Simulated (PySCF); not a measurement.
**He (helium, neutral) across methods**

1s2, closed-shell 1S. Computed with PySCF 2.14 in dyall-av3z (10s3p2d, 29 functions), with scalar relativity by spin-free X2C-1e.

```tsv
method	E (hartree)	mean ε 1s (eV)	Σ⟨r²⟩ (bohr²)	⟨S²⟩
PBE	-2.8930	-15.763	2.509	0.000
PBE0	-2.8953	-18.220	2.459	0.000
LDA	-2.8349	-15.522	2.573	0.000
r2SCAN	-2.9050	-16.537	2.439	0.000
revPBE	-2.9081	-15.794	2.497	0.000
r2SCANh	-2.9045	-17.429	2.429	0.000
UHF	-2.86176	-24.979	2.370	0.000
M06-2X	-2.9052	-20.598	2.441	0.000
wB97X-V	-2.9036	-20.969	2.476	0.000
```
